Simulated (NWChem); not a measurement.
System meant: HfOF2; SMILES [F][Hf]([F])=[O]

The following NWChem deck was run.

```
start job
memory heap 200 mb stack 900 mb global 1100 mb
geometry units angstroms noautoz
  Hf    -0.002988    -0.102965     0.000000
  O      1.601017     0.612540     0.000000
  F     -0.911731     0.373600    -1.634068
  F     -0.911731     0.373600     1.634068
end
basis spherical
  Hf library def2-svp
  O library def2-svp
  F library def2-svp
end
ecp
  Hf library def2-ecp
end
dft
  xc xpbe96 cpbe96
  iterations 4
  mulliken
end
task dft energy
```

End of the output:

```
    Atom       Charge   Shell Charges
 -----------   ------   -------------------------------------------------------
    1 Hf  12    11.78   0.00  0.03  1.08  0.78  0.29  0.09  4.88  1.24  0.28  2.02  0.68  0.40
    2 O    8     7.97   1.98  0.96  0.70  2.49  1.83  0.01
    3 F    9     9.13   1.98  1.02  0.78  3.20  2.15  0.00
    4 F    9     9.13   1.98  1.02  0.78  3.20  2.15  0.00

 center of mass
 --------------
 x =  -0.00558277 y =  -0.03683135 z =   0.00000000

 moments of inertia (a.u.)
 ------------------
         408.490597456279          -0.000000000000           0.000000000000
          -0.000000000000         620.673465061522           0.000000000000
           0.000000000000           0.000000000000         304.536347357653

     Multipole analysis of the density
     ---------------------------------

     L   x y z        total         alpha         beta         nuclear
     -   - - -        -----         -----         ----         -------
     0   0 0 0     -0.000000    -19.000000    -19.000000     38.000000

     1   1 0 0      0.016791      1.623704      1.623704     -3.230617
     1   0 1 0     -1.577726     -9.155647     -9.155647     16.733567
     1   0 0 1     -0.000000     -0.000000     -0.000000      0.000000

     2   2 0 0    -31.105487    -78.741503    -78.741503    126.377519
     2   1 1 0     -0.860948     -1.602522     -1.602522      2.344096
     2   1 0 1     -0.000000     -0.000000     -0.000000      0.000000
     2   0 2 0    -23.408272    -20.046078    -20.046078     16.683884
     2   0 1 1      0.000000      0.000000      0.000000      0.000000
     2   0 0 2    -31.878593   -101.757700   -101.757700    171.636807

 ------------------------------------------------------------------------
 dft energy failed                                                                                  0
 ------------------------------------------------------------------------
 ------------------------------------------------------------------------
  current input line :
    22: task dft energy
 ------------------------------------------------------------------------
 ------------------------------------------------------------------------
 This type of error is most commonly associated with calculations not reaching convergence criteria
 ------------------------------------------------------------------------
 For more information see the NWChem manual at https://nwchemgit.github.io

0:dft energy failed:Received an Error in Communication
```

### Question
What is wrong, and how is it mended?

### Answer
The run did not converge; its last values are not results. Cause: the SCF was allowed too few iterations. This input runs:
```
start job
memory heap 200 mb stack 900 mb global 1100 mb
geometry units angstroms noautoz
  Hf    -0.002988    -0.102965     0.000000
  O      1.601017     0.612540     0.000000
  F     -0.911731     0.373600    -1.634068
  F     -0.911731     0.373600     1.634068
end
basis spherical
  Hf library def2-svp
  O library def2-svp
  F library def2-svp
end
ecp
  Hf library def2-ecp
end
dft
  xc xpbe96 cpbe96
  iterations 150
  mulliken
end
task dft energy
```
It converges to -322.65708 Ha (PBE/def2-SVP with def2 effective core potentials on Hf).
